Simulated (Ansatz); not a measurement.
Gas-phase electronic energies from Ansatz, PBE0-D4/def2-TZVP geometries. CCSD(T)/CBS adds triple-zeta CCSD(T) − MP2 to the extrapolated MP2 energy (def2 sets, frozen cores). DFT in def2-TZVPP. B3LYP here is the variant with VWN-RPA as its local correlation; programs differ in this. For Ge, Se outer-core shells are correlated without core-valence functions, which leaves a few kJ/mol of doubt a bond. Scalar relativity is left out up to krypton. One conformer a species, not always the lowest.

`C[C](=N)[GeH2][OH]` + `C[Se]C` → `C[C](=N)[GeH3]` + `C[Se]CO`  (redistribution)

| level | ΔE (kJ/mol) | difference from CCSD(T)/CBS |
| --- | --- | --- |
| PBE-D4 | 97.5 | -13.4 |
| PBE0-D4 | 102.2 | -8.7 |
| B3LYP-D4 | 105.7 | -5.2 |
| ωB97M-V | 107.9 | -3.0 |
| B2PLYP | 111.5 | 0.6 |
| PBE | 97.6 | -13.3 |
| r2SCAN | 106.1 | -4.8 |
| B3LYP | 105.8 | -5.1 |
| HF/def2-TZVPP | 115.8 | 4.9 |
| MP2/def2-TZVPP | 118.3 | 7.4 |
| SCS-MP2/def2-TZVPP | 117.1 | 6.2 |
| CCSD/def2-TZVPP | 112.4 | 1.5 |
| CCSD(T)/def2-TZVPP | 111.2 | 0.3 |
| HF/def2-QZVPP | 116.2 | 5.3 |
| HF/CBS(def2) | 116.2 | 5.3 |
| MP2/CBS(def2) | 117.9 | 7.0 |
| CCSD(T)/CBS | 110.9 | 0 |

Largest T1 diagnostic among the species: 0.012.

From PBE to PBE0 (25 % exact exchange), in def2-TZVPP and without D4, ΔE moves by +4.7 kJ/mol.
